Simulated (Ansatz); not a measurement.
Program: Ansatz. Geometries: PBE0-D4/def2-TZVP. ΔE: electronic, gas phase. CBS: MP2 limit from def2 TZ/QZ plus the TZ coupled-cluster correction, frozen cores. DFT in def2-TZVPP. B3LYP here is the variant with VWN-RPA as its local correlation; programs differ in this.

Reaction (ligand exchange at the Si–C bond): `BC(C)(F)[SiH3]` + CH₃NH₂ → `CN[SiH3]` + `BC(C)F`

```csv
level,ΔE (eV)
revPBE-D4,-0.35
BLYP,-0.55
B3LYP,-0.62
CCSD(T)/def2-TZVPP,-0.55
```

(1) What does CCSD(T)/CBS give? (An estimate is asked.)

Largest T1 diagnostic among the species: 0.013.

Results:

(1) The calculation gave: -0.55 eV. The listed levels differ from it by 0.20, 0.00, -0.07, 0.00 eV.

The D4 term adds +0.06 eV with B3LYP and +0.03 eV with PBE0; it sums over pairs of atoms, weighted by their polarisabilities, and B3LYP, whose exchange is more repulsive, gets the larger term. Leaving LDA and LC-ωPBE aside and taking each functional with its dispersion term where it has one, the values, not all of them listed here, spread over 0.34 eV, from BHLYP-D4 to PBE-D4. LDA lies +0.09 eV from PBE without D4. From r2SCAN to r2SCAN0 (25 % exact exchange), in def2-TZVPP and without D4, ΔE moves by −0.07 eV.
